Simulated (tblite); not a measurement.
Species: C4H11NSSi2.
SMILES with atom numbers: `[CH3:1][S:2][C:3]1=[CH:4][Si@@H:5]([NH2:6])[Si@@H:7]1[CH3:8]` (hydrogens: H9, H10, H11 on C1; H12 on C4; H13 on Si5; H14, H15 on N6; H16 on Si7; H17, H18, H19 on C8)

Cartesian coordinates in Å at the GFN2-xTB level; atoms count from 1:
```
atom  x, y, z in Å
C1     3.019   -0.071    0.298
S2     2.101   -1.592   -0.092
C3     0.453   -1.005   -0.092
C4    -0.609   -1.795   -0.348
Si5   -2.110   -0.645   -0.201
N6    -3.249   -0.820    1.089
Si7   -0.293    0.738    0.257
C8     0.263    2.077   -0.976
H9     4.057   -0.360    0.433
H10    2.629    0.362    1.213
H11    2.932    0.627   -0.528
H12   -0.522   -2.847   -0.580
H13   -2.968   -0.606   -1.390
H14   -4.022   -1.456    0.972
H15   -2.901   -0.886    2.032
H16    0.103    1.214    1.601
H17    1.261    2.450   -0.763
H18   -0.413    2.926   -0.939
H19    0.260    1.698   -1.994
```

Computed with GFN2-xTB (tblite): harmonic, unscaled wavenumbers at the GFN2-xTB geometry, gas phase. Errors from tens to a few hundred cm⁻¹ against measured bands are possible. Modes of hydrogen on silicon can be 10 to 20 % off. One conformer, not necessarily the lowest.

Harmonic wavenumbers (cm⁻¹): 35.4, 80.7, 99.0, 107.3, 116.4, 137.3, 160.5, 175.9, 202.7, 235.5, 286.9, 344.8, 386.2, 405.1, 486.9, 524.7, 531.2, 579.5, 626.6, 664.4, 721.7, 741.1, 756.8, 807.0, 814.4, 822.9, 825.1, 872.8, 917.9, 938.0, 958.2, 1183.9, 1312.0, 1369.2, 1447.0, 1452.2, 1491.1, 1496.2, 1507.9, 1526.8, 2085.3, 2186.2, 3027.0, 3032.7, 3037.0, 3038.7, 3040.5, 3052.8, 3055.0, 3462.6, 3499.3.

A = 1857, B = 778.0, C = 608.7 MHz; mass 161.015 u (most abundant isotopes); point group C1, symmetry number 1.

Task: What is the zero-point energy?

Result: Half the sum of the wavenumbers: 30333 cm⁻¹ = 86.73 kcal/mol.

Task: What is S at 350 K and 1 bar for an ideal gas of classical rigid rotors and harmonic oscillators?

Result: Translation 41.96, rotation 30.76, vibration 47.77: S = 120.5 cal/(mol K).

Task: And Cp and H(350 K) − H(0)?

Result: Cp = 52.47 cal/(mol K), of which vibrations give 44.52 (their classical limit is 51 R = 101.3); H(350 K) − H(0) = 11.32 kcal/mol without the zero-point energy, 8.54 from vibrations.

Task: Blend soft modes into free rotors: weight 1/[1 + (100 cm⁻¹/ν̃)⁴] for the oscillator and the rest for a rotor with moment μB/(μ + B), μ = h/(8π²ν), B = 10⁻⁴⁴ kg m². What vibrational entropy results?

Result: 44.30 cal/(mol K) in place of 47.77, which changes −T·S at 350 K by +1.21 kcal/mol.

Task: What must be added to the electronic energy to get the Gibbs energy at 350 K and 1 bar?

Result: ZPE + [H(350 K) − H(0)] − T·S = 86.73 + 11.32 − 42.17 = 55.88 kcal/mol.

Task: How do the functions run with temperature in this model?

Result: 
```csv
T (K),S (cal/(mol K)),Cp (cal/(mol K)),H − H(0) (kcal/mol),G − H(0) (kcal/mol),ln q(vib)
150,86.2,30.4,2.91,-10.02,4.40
250,104.6,42.3,6.56,-19.58,8.17
298.15,112.5,47.5,8.73,-24.81,9.92
400,127.8,56.8,14.05,-37.06,13.49
600,153.4,69.7,26.79,-65.27,19.99
900,184.2,82.0,49.70,-116.10,28.54
```

q(vib) and H(0) count from the zero-point level.

Hindered rotation and anharmonicity are outside this model. Other conformers, if any are populated, would add a mixing term that is left out. The structure is chiral; the term R ln 2 for an equal mix with its mirror image is left out.
